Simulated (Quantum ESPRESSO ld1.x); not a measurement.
All-electron atom: F- in [Ne].

All-electron calculation, non-relativistic Kohn-Sham, Slater X-alpha with alpha = 1, spin-unpolarised, spherical densities, point nucleus. Program: ld1.x of Quantum ESPRESSO 7.5.

Energy parts (eV):
part                energy
total             -2811.23
kinetic            2811.23
electron-nucleus  -6788.78
Hartree            1561.94
exchange           -395.63

Orbitals (lengths in bohr, moments of r in powers of bohr; <r^-3> diverges for s and p1/2; r(max) is where P^2 peaks; r(90%) holds 90 % of the orbital's charge):
orbital  occ.  eigenvalue (eV)  <r^-3>  r(90%)  r(max)     <r^4>
1s          2         -668.491       -   0.313   0.114  0.004425
2s          2         -19.4714       -    1.64   0.758     3.316
2p          6          -0.8740   7.664    2.12   0.700     13.37

The highest occupied level is 2p at -0.874 eV. Summed over all electrons, <r^2> = 14.27 bohr^2, which gives a Langevin (diamagnetic) susceptibility term of -11.3 x 10^-6 cm^3/mol. The density falls to 0.001 e/bohr^3 at r = 3.39 bohr. Virial ratio -V/T = 2.00000.
